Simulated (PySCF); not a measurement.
## Relaxation of singlet TaNF2

All numbers come from PBE0 in PySCF with Ta def2-TZVP with ECP60, N def2-TZVP, F def2-TZVP; scalar-relativistic core potentials, no spin–orbit coupling; density-fitted integrals. A (50,194) grid was used.

A hand-made trigonal pyramidal start, of Cs symmetry, held to at least that symmetry:

```xyz
4
charge 0 multiplicity 1, angstrom
Ta   -0.0263   -0.0455   -0.2133
N    -0.8474   -1.4677    0.6599
F     1.8280   -0.0455    0.7726
F    -0.9533    1.5604    0.7726
```

Q: What does it relax to?

A: It ends at Cs with Ta–F 1.891 Å (×2), Ta–N 1.685 Å; F–Ta–F 113.9°, F–Ta–N 105.8° (×2) (after a last refinement on a finer grid). The frequency run here used a shortcut that can spoil soft modes, so no verdict on minimum or saddle point is given. Other isomers or separated fragments may lie lower.

Q: How much energy is released, and in how many steps?

A: 184.8 kJ/mol in 6 steps.

Spin–orbit coupling, left out here, can matter for elements this heavy.

The relaxation took of the order of 4 core-minutes on a shared host.
